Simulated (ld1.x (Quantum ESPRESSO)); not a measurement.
**Building the ultrasoft potential for samarium (Sm) (PBE, fully relativistic).**

- Element: Sm
- Generator: ld1.x (Quantum ESPRESSO) 7.5
- Type: ultrasoft
- Functional: PBE
- Relativity: fully relativistic
- Frozen core: [Xe] 4f5
- Valence charge: 3
- Reference configuration: 5d1 6s1.5 6p0 (charge +0.5)
- Partial waves: 6s (bound): rcut 2.55, rcutus 2.90 bohr; 6s channel at 1.7 Ry: rcut 2.55, rcutus 2.90 bohr; 6p (bound, empty): rcut 3.20, rcutus 3.45 bohr; 6p channel at 2.55 Ry: rcut 3.20, rcutus 3.45 bohr; 5d (bound): rcut 3.30, rcutus 3.45 bohr; 5d channel at -0.05 Ry: rcut 3.30, rcutus 3.45 bohr
- Local potential: all-electron potential smoothed inside 2.65 bohr (lloc = -1)
- Core correction: a·sin(br)/r model core inside 2.80 bohr
- Augmentation charge: built from norm-conserving waves at rcut, not smoothed further

Open shells are filled in proportion to 2j + 1 (rel_dist='average').

All-electron outer shells of the reference configuration (PBE, scalar-relativistic, ld1.x):

| shell | level (eV) | outermost node (bohr) | outermost maximum (bohr) |
| --- | --- | --- | --- |
| 4f | -10.92 | – | 0.61 |
| 6s | -6.43 | 1.66 | 3.40 |
| 5d | -5.50 | 0.83 | 1.98 |
| 6p | -3.41 | 1.98 | 4.36 |

Q: Does the generator finish with these settings?

A: No. ld1.x (Quantum ESPRESSO) 7.5 stopped with "run_pseudo: Errors in PS-KS equation": the pseudo-atom solver did not find the valence states with the expected number of nodes, which is the usual sign of a ghost state. Before that it printed "Warning: n=1, l=0 expected 0 nodes, found 1".
